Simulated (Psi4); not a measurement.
C2H7O (SMILES CC[OH2+]), charge +1, singlet, geometry from GFN2-xTB; HF/STO-3G (Psi4).

Input for Psi4:
```
memory 2 GB

molecule mol {
1 1
  C     1.229002   -0.376044   -0.006615
  C     0.082470    0.601032   -0.001554
  O    -1.187187   -0.179769   -0.072140
  H    -1.974657    0.385114    0.075086
  H     0.076743    1.220246    0.897416
  H     0.082282    1.229470   -0.893188
  H     2.164696    0.175836   -0.029370
  H     1.232477   -0.994834    0.888186
  H     1.195690   -1.010221   -0.888520
  H    -1.148565   -0.917390    0.576526
}

set basis sto-3g
set reference rhf
set damping_percentage 50

energy('scf')
print_variables()
```

Problem. Write the output that Psi4 gives for this input, abridged.

Solution. 
```
   => Loading Basis Set <=

    Name: STO-3G
    Role: ORBITAL
    Keyword: BASIS

         ---------------------------------------------------------
                                   SCF
               by Justin Turney, Rob Parrish, Andy Simmonett
                          and Daniel G. A. Smith
                              RHF Reference
         ---------------------------------------------------------

  ==> Geometry <==

    Molecular point group: c1
    Full point group: C1

    Geometry (in Angstrom), charge = 1, multiplicity = 1:

       Center              X                  Y                   Z               Mass
    ------------   -----------------  -----------------  -----------------  -----------------
         C            1.263218598320    -0.374202915088     0.006580955347    12.000000000000
         C            0.116686598320     0.602873084912     0.011641955347    12.000000000000
         O           -1.152970401680    -0.177927915088    -0.058944044653    15.994914619570
         H           -1.940440401680     0.386955084912     0.088281955347     1.007825032230
         H            0.110959598320     1.222087084912     0.910611955347     1.007825032230
         H            0.116498598320     1.231311084912    -0.879992044653     1.007825032230
         H            2.198912598320     0.177677084912    -0.016174044653     1.007825032230
         H            1.266693598320    -0.992992915088     0.901381955347     1.007825032230
         H            1.229906598320    -1.008379915088    -0.875324044653     1.007825032230
         H           -1.114348401680    -0.915548915088     0.589721955347     1.007825032230

  Running in c1 symmetry.

  Rotational constants: A =      1.05282  B =      0.29310  C =      0.25427 [cm^-1]
  Rotational constants: A =  31562.72367  B =   8787.04482  C =   7622.69541 [MHz]
  Nuclear repulsion =   89.030812685200345

  Charge       = 1
  Multiplicity = 1
  Electrons    = 26
  Nalpha       = 13
  Nbeta        = 13

  ==> Algorithm <==

  SCF Algorithm Type is DF.
  DIIS enabled.
  MOM disabled.
  Fractional occupation disabled.
  Guess Type is SAD.
  Energy threshold   = 1.00e-06
  Density threshold  = 1.00e-06
  Integral threshold = 1.00e-12

  ==> Primary Basis <==

  Basis Set: STO-3G
    Blend: STO-3G
    Number of shells: 16
    Number of basis functions: 22
    Number of Cartesian functions: 22
    Spherical Harmonics?: true
    Max angular momentum: 1

   => Loading Basis Set <=

[...]
   @DF-RHF iter  89:  -152.52007606590641    3.73579e-07   1.03483e-05 DIIS/DAMP=50%
   @DF-RHF iter  90:  -152.52007542942965    6.36477e-07   1.13376e-05 DIIS/DAMP=50%
   @DF-RHF iter  91:  -152.52007576471726   -3.35288e-07   1.33002e-05 DIIS/DAMP=50%
   @DF-RHF iter  92:  -152.52007539705960    3.67658e-07   1.50342e-05 DIIS/DAMP=50%
   @DF-RHF iter  93:  -152.52007548596455   -8.89050e-08   1.53040e-05 DIIS/DAMP=50%
   @DF-RHF iter  94:  -152.52007704092532   -1.55496e-06   1.46481e-05 DIIS/DAMP=50%
   @DF-RHF iter  95:  -152.52007600946231    1.03146e-06   1.26784e-05 DIIS/DAMP=50%
   @DF-RHF iter  96:  -152.52007682992769   -8.20465e-07   1.15311e-05 DIIS/DAMP=50%
   @DF-RHF iter  97:  -152.52007489552608    1.93440e-06   1.07859e-05 DIIS/DAMP=50%
   @DF-RHF iter  98:  -152.52007753361431   -2.63809e-06   1.40909e-05 DIIS/DAMP=50%
   @DF-RHF iter  99:  -152.52007576703363    1.76658e-06   1.14651e-05 DIIS/DAMP=50%
   @DF-RHF iter 100:  -152.52007575927922    7.75441e-09   9.17362e-06 DIIS/DAMP=50%

PsiException: Could not converge SCF iterations in 100 iterations.

  Failed to converge.

Traceback (most recent call last):
  File "psi4", line 375, in <module>
  File "<string>", line 32, in <module>
  File "site-packages/psi4/driver/driver.py", line 533, in energy
  File "site-packages/psi4/driver/procrouting/proc.py", line 2760, in run_scf
  File "site-packages/psi4/driver/procrouting/proc.py", line 2047, in scf_helper
  File "site-packages/psi4/driver/procrouting/scf_proc/scf_iterator.py", line 93, in scf_compute_energy
  File "site-packages/psi4/driver/procrouting/scf_proc/scf_iterator.py", line 86, in scf_compute_energy
  File "site-packages/psi4/driver/procrouting/scf_proc/scf_iterator.py", line 609, in scf_iterate

psi4.driver.p4util.exceptions.SCFConvergenceError: Could not converge SCF iterations in 100 iterations.

Printing out the relevant lines from the Psithon --> Python processed input file:
    ""","mol")
    core.IO.set_default_namespace("mol")
    core.set_global_option("BASIS", "sto-3g")
    core.set_global_option("REFERENCE", "rhf")
    core.set_global_option("DAMPING_PERCENTAGE", 50)
--> energy('scf')
    print_variables()

!-------------------------------------------------------!
!                                                       !
!  Could not converge SCF iterations in 100 iterations. !
!                                                       !
!-------------------------------------------------------!
```

Convergence was not reached.
